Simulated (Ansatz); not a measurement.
CH7AlSi, singlet, geometry from GFN2-xTB (such geometries of metal compounds can be far from the true shape), with bond 9-7 at 1.4 times its length; CASSCF(6,6)/6-31G run with Ansatz (an electronic-structure program).

The Ansatz input:
Ansatz 0.2 input:
```yaml
crystal:
  periodic: [false, false, false]
  atoms:
    - {symbol: Al, position_ang: [-0.52762102, 0.18455813, -0.56967117]}
    - {symbol: H, position_ang: [-1.67561987, -0.51044926, -1.39010234]}
    - {symbol: C, position_ang: [-0.30816418, 2.09688296, -1.07942008]}
    - {symbol: H, position_ang: [0.66079778, 2.34035447, -1.53534615]}
    - {symbol: H, position_ang: [-0.43596893, 2.80916986, -0.25332080]}
    - {symbol: H, position_ang: [-1.07264723, 2.35236674, -1.82825109]}
    - {symbol: Si, position_ang: [0.61038719, -1.22783734, 1.03844196]}
    - {symbol: H, position_ang: [0.58848911, -0.73296185, 2.43537053]}
    - {symbol: H, position_ang: [2.62855687, -1.54637311, 0.67882493]}
    - {symbol: H, position_ang: [0.04564996, -2.59394762, 1.13413552]}
basis:
  gaussian:
    orbitals: 6-31G
hamiltonian:
  xc: hf
magnetization: {spin_polarized: false}
correlation: {active_space: {window: {electrons: 6, orbitals: 6}}}
```

The log (banner, timings and long lists left out):

```
Functional definition: HF
629 factors; integrals over basis functions are off by at most 2.1e-4 eV
mean field evaluation 1: about -15580.1783 eV, gradient 2.1e1 eV
mean field evaluation 2: about -15580.1791 eV, gradient 2.1e1 eV
mean field evaluation 4: about -15581.6516 eV, gradient 1.8e0 eV
mean field evaluation 8: about -15581.6695 eV, gradient 2.9e-4 eV
mean field -15581.66945959 eV, -572.6157910051 hartree, gradient 2.8e-6 eV, S^2 0.000000; 0 other end points of the search recorded, 0 dependent functions left out
reference -15581.66945959 eV, -572.6157910051 hartree; 20, 20 occupied and 29, 29 virtual orbitals, 629 factors
state -15583.34122351 eV, -572.6772271961 hartree
Total energy: -15583.34122351 eV, -572.6772271961 hartree
```
